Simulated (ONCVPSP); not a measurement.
Mn, ONCV: configuration errors across variants

- Element: Mn (Z = 25)
- Generator: ONCVPSP 4.0.1
- Type: optimised norm-conserving Vanderbilt (ONCV)
- Functional: PBEsol
- Relativity: scalar-relativistic
- Frozen core: [Ne] 3s2
- Valence charge: 13
- Reference configuration: 3p6 3d5.5 4s1.5
- Partial waves: 4s: rc 2.65 bohr, ncon 4, nbas 7, qcut 2.5 1/bohr, 2 projectors, debl 3 Ha; 3p: rc 1.15 bohr, ncon 3, nbas 6, qcut 12.1 1/bohr, 1 projector; 3d: rc 1.40 bohr, ncon 3, nbas 8, qcut 10.1 1/bohr, 1 projector
- Local potential: polynomial inside 1.05 bohr (lpopt 5, dvloc0 0 Ha)
- Core correction: polynomial model core, fcfact 0.75

All-electron excitation energies from the reference (eV): (1) 3p6 3d5 4s2 0.485; (2) 3p6 3d5 4s1 8.918; (3) 3p6 3d5 4s0 24.430; (4) 3p6 3d4 4s2 13.698.

A true bound ghost makes a file unfit for plane-wave use even where its test errors are small: the radial tests pick states by their node count and pass the ghost by.

Errors AE − PS in meV (a dash: test not solved or not reliable):

```tsv
change	(1)	(2)	(3)	(4)	bound ghosts	GHOST(+) flags above zero
base	-9.3	-5.1	-17	-61	s	none
s: qcut 1.6; p: qcut 7.7; d: qcut 6.4	-5.7	-20	-60	+86	s	none
s: qcut 2; p: qcut 9.8; d: qcut 8.1	-3.9	-8.3	-35	+28	s	none
p: qcut 12.3; d: qcut 10.2	-9.3	-5.1	-17	-62	s	none
s: qcut 2.8; p: qcut 13.3; d: qcut 11.1	-12	-2.3	-9.8	-97	s	none
s: qcut 3.5; p: qcut 16.8; d: qcut 14.1	-17	+0.5	-0.3	-155	s	none
```

(1) Give the same row for: s: qcut 3.2; p: qcut 15.4; d: qcut 12.9.

## Answers

(1) -16, +0.1, -3.2, -137; bound ghosts: s; GHOST(+) flags above zero: none.
